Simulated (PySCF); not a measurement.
# Bond curve of HoP

Set-up: PySCF, spin-free X2C with a Gaussian nucleus, basis sets Ho x2c-SVPall, P x2c-SVPall. Energies in eV from Ho (4f11 6s2) + P in their ground configurations at the same level. State: quintet, about 10.1 electrons in the 4f shell (Mulliken), real f orbitals that mix terms.

```csv
R (Å),PBE0
1.990,-0.044
2.083,-0.819
2.175,-1.249
2.245,-1.402
2.314,-1.443
2.383,-1.398
2.476,-1.266
```

⟨S²⟩ of the unrestricted solution departs from its pure value on part of the curve, where spin states mix. Spin–orbit coupling is left out, which matters for elements this heavy, above all for dissociation energies. The state is the lowest single determinant that the PBE0 search found; with open d or f shells the true ground state can be another one.
